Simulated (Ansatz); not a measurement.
Basis-set series for BH$_{4}$NOSe, SMILES `NB(O)[SeH]`. Total charge 0; spin multiplicity 1. The structure was optimised at the PBE0-D4/def2-TZVP level. It is one conformer, not always the lowest.

| functional | basis | functions | energy (Eh) | HOMO (eV) | LUMO (eV) |
| --- | --- | --- | --- | --- | --- |
| PBE0-D4 | def2-TZVPP | 197 | -2558.51758 | -6.66 | 0.19 |
| PBE0-D4 | def2-QZVPP | 380 | -2558.57747 | -6.69 | -0.06 |
| ωB97M-V | def2-TZVPP | 197 | -2558.78490 | -8.82 | 1.65 |
| ωB97M-V | def2-QZVPP | 380 | -2558.84266 | -8.85 | 1.20 |

Q: Give the rows for def2-SVP. (An estimate is asked.)

A: Computed: 
| functional | basis | functions | energy (Eh) | HOMO (eV) | LUMO (eV) |
| --- | --- | --- | --- | --- | --- |
| PBE0-D4 | def2-SVP | 94 | -2558.03847 | -6.42 | 0.72 |
| ωB97M-V | def2-SVP | 94 | -2558.30158 | -8.56 | 2.54 |

Positive LUMOs are unbound and depend on the basis. Scalar relativity is left out up to krypton.
